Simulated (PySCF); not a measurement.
Sb(Cl)(SiH3)2 (ClH₆SbSi₂), SMILES [SiH3][Sb]([SiH3])[Cl]. Geometry optimised at B3LYP-D3(BJ)/def2-SVP. The structure was generated by enumeration; whether it is a known compound was not checked. The def2 effective core potentials stand for the cores of Sb; spin–orbit coupling is left out.

Q: Give the equilibrium geometry at B3LYP-D3(BJ)/def2-SVP (PySCF confirms it by a frequency run) as a Z-matrix, and its point group. (An estimate is asked for; the answer gives what the named calculation found.)

A: point group Cs.
```
Sb
Cl 1 2.4353
Si 1 2.6058 2 90.26
H 3 1.4887 1 110.18 2 -51.18
H 3 1.4898 4 110.05 1 -119.16
H 3 1.4942 4 109.77 5 -120.28
Si 1 2.6058 2 90.26 3 -90.92
H 7 1.4887 1 110.18 2 51.18
H 7 1.4898 8 110.05 4 146.46
H 7 1.4942 8 109.77 9 120.28
```
